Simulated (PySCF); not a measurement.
## BBr3: adding exact exchange

Base calculation in PySCF with density fitting and no spin–orbit coupling, PBE/def2-TZVP (no relativity): singlet, D3h, B–Br 1.910 Å (×3); wavenumbers 147 (×2), 275, 373, 797 (×2) cm⁻¹; gap between the highest occupied and lowest empty levels 4.06 eV, polar-tensor charge of B 1.12 e, atomisation energy (no zero-point energy) 1208 kJ/mol.

Problem. What changes on going to PBE0/def2-TZVP (no relativity)?

Solution. The point group stays the same. Changes: mean bond to B -0.013 Å, highest wavenumber +34 cm⁻¹, lowest wavenumber +5 cm⁻¹, gap between the highest occupied and lowest empty levels +2.15 eV, polar-tensor charge of B +0.06 e, atomisation energy (no zero-point energy) -28 kJ/mol. The new structure has B–Br 1.897 Å (×3), with wavenumbers 152 (×2), 285, 387, 831 (×2) cm⁻¹. Exact exchange shortens and stiffens the bonds and opens the gap, the usual pattern.

Each species is the lowest minimum found with this bonding; other isomers or fragments can lie lower.
